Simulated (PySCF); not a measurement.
Here is a job for PySCF.
```python
from pyscf import gto, scf, mcscf, mp
import numpy

mol = gto.M(
    atom='''
O     2.841302   -1.156145   -1.392788
C     1.807852   -0.723138   -1.121229
N     0.712868   -0.293962   -0.946058
Si   -0.536615    0.400806    0.022895
O    -1.883531    0.398858   -0.870507
O    -0.196759    1.925249    0.409742
Cl   -0.688985   -0.635201    1.720197
H    -2.262441   -0.404742   -1.216403
H    -0.437488    2.644752   -0.169279
''',
    basis='sto-3g',
    charge=0,
    spin=0,
    verbose=3,
)

mf = scf.RHF(mol)
mf.kernel()
mc = mcscf.CASSCF(mf, 4, 6)
mc.fix_spin_(ss=0.0)
noons, natorbs = mcscf.addons.make_natural_orbitals(mp.MP2(mf).run())
mc.kernel(natorbs)
occ = numpy.linalg.eigvalsh(mc.fcisolver.make_rdm1(mc.ci, mc.ncas, mc.nelecas))[::-1]
ss = mc.fcisolver.spin_square(mc.ci, mc.ncas, mc.nelecas)[0]
print('natural occupations', occ.round(4), ' <S^2>', round(ss, 4))
```

Question: Give the SCF-reference Mulliken (on the basis functions themselves) charges in atom order at the level CASSCF(6,4)/STO-3G run with PySCF.

Answer: O1 -0.25, C2 0.41, N3 -0.57, Si4 1.41, O5 -0.52, O6 -0.52, Cl7 -0.39, H8 0.21, H9 0.22

Question: Estimate the SCF-reference HOMO-LUMO gap that CASSCF(6,4)/STO-3G returns for this input.

Answer: 17.25 eV

Question: Predict the nuclear repulsion energy from CASSCF(6,4)/STO-3G.

Answer: 440.4192 Eh

Question: Give the number of basis functions at the level CASSCF(6,4)/STO-3G.

Answer: 45
